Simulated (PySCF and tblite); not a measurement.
The numbers below are computed, except where a source is named.
C4H11ClSi2, numbered as in [Cl:1][SiH:2]1[CH2:3][CH2:4][SiH2:5][CH2:6][CH2:7]1.

Conformers came from 60 starts (ETKDG and KDG, MMFF94s, GFN2-xTB); geometries are GFN2-xTB. Energies: PBE0-D3(BJ)/pcSseg-1, with GFN2-xTB thermal terms (modes under about 100 cm⁻¹ blended into free rotors). Symmetry numbers and mirror images are counted. Conformers within 3 kcal/mol (GFN2-xTB free energy) were kept, 10 at most. GIAO shieldings: PBE0/pcSseg-1. Shifts are against TMS (¹H), TMS (¹³C), TMS (²⁹Si) at the same level; of two unlike H on one atom, a is the less shielded. Run with PySCF (density fitting) and tblite.

**Question.** List the conformer-averaged shifts at 298.15 K.

**Answer.** ¹H: 5.15 (H2, 1H), 4.10 (H5a, 1H), 4.05 (H5b, 1H), 1.35 (H3a/H7a, 2H), 1.20 (H4a/H6a, 2H), 1.08 (H3b/H7b, 2H), 1.01 (H4b/H6b, 2H) ppm. ¹³C: 15.7 (C3/C7), 5.3 (C4/C6) ppm. ²⁹Si: 4.1 (Si2), -44.4 (Si5) ppm.

**Question.** How do the conformers differ?

**Answer.** The 6-ring runs over atoms 2–3–4–5–6–7. Of a mirror pair one member is shown.
```tsv
conformer	shape	weight %
1	6-ring chair (Cl1 axial)	68.2
2	6-ring chair (all substituents equatorial)	25.1
3	6-ring twist-boat (ring torsions 64, -34, -33, 64, -34, -33°)	6.7
```

```json
{"signal": "H2", "1": "5.15", "2": "5.14", "3": "5.20", "average": "5.15"}
{"signal": "H3a/H7a", "1": "1.45", "2": "1.12", "3": "1.11", "average": "1.35"}
{"signal": "H3b/H7b", "1": "0.86", "2": "1.63", "3": "1.23", "average": "1.08"}
{"signal": "H4a/H6a", "1": "1.20", "2": "1.22", "3": "1.07", "average": "1.20"}
{"signal": "H4b/H6b", "1": "1.09", "2": "0.84", "3": "0.86", "average": "1.01"}
{"signal": "H5a", "1": "4.11", "2": "4.06", "3": "4.15", "average": "4.10"}
{"signal": "H5b", "1": "4.04", "2": "4.06", "3": "4.09", "average": "4.05"}
{"signal": "C3/C7", "1": "15.6", "2": "16.9", "3": "12.3", "average": "15.7"}
{"signal": "C4/C6", "1": "5.0", "2": "7.1", "3": "0.8", "average": "5.3"}
{"signal": "Si2", "1": "3.6", "2": "4.4", "3": "7.6", "average": "4.1"}
{"signal": "Si5", "1": "-44.2", "2": "-44.8", "3": "-44.6", "average": "-44.4"}
```

**Question.** Which signal moves most, for its nucleus, between 200 and 400 K through the change of populations alone?

**Answer.** H3b/H7b: 0.99 ppm at 200 K, 1.04 ppm at 250 K, 1.08 ppm at 298.15 K, 1.11 ppm at 350 K, 1.14 ppm at 400 K.

Unscaled ²⁹Si shifts at such levels can be off by tens of ppm; differences between conformers or isomers are more reliable. Shifts are unscaled: against experiment ¹³C can be off by 15 ppm or more and ¹H by 0.8 ppm.


Conformer gaps in pcSseg-1 on xTB geometries can be 2 kcal/mol off for S=O, P=O and other polar bonds.